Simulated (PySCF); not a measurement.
PySCF 2.14 output of an unrestricted BP86 calculation on a single atom or ion in aug-cc-pVTZ-DK, with scalar relativity by spin-free X2C-1e:

```
SCF conv_tol = 1e-09
number electrons alpha = 22  beta = 18
    A. D. Becke.,  Phys. Rev. A 38, 3098 (1988)
    J. P. Perdew.,  Phys. Rev. B 33, 8822 (1986)
cycle= 1 E= -4047.53103394121  delta_E= -0.0105  |g|= 0.0429  |ddm|= 0.744
cycle= 2 E= -4047.531223773  delta_E= -0.00019  |g|= 0.00907  |ddm|= 0.138
cycle= 3 E= -4047.5312338192  delta_E= -1e-05  |g|= 0.000735  |ddm|= 0.0217
cycle= 4 E= -4047.53123395926  delta_E= -1.4e-07  |g|= 0.000222  |ddm|= 0.00361
cycle= 5 E= -4047.53123397141  delta_E= -1.22e-08  |g|= 7.57e-06  |ddm|= 0.00203
cycle= 6 E= -4047.53123397144  delta_E= -3.09e-11  |g|= 7.13e-07  |ddm|= 6.65e-05
converged SCF energy = -4047.53123397144  <S^2> = 6.0006476  2S+1 = 5.000259
```

The run itself started from symmetry-adapted Hartree-Fock orbitals and held the occupation by maximum overlap, on a logarithmic radial grid, so the iterations belong to that start.

Task: Which element, charge and spin multiplicity is this?

Result: Mo²⁺ (molybdenum, charge +2), multiplicity 5; the state was [Kr] 4d3 5p1, one real determinant (an excited configuration).

⟨L²⟩ = 14.01 against 20 for a pure G term, so this real determinant mixes terms.
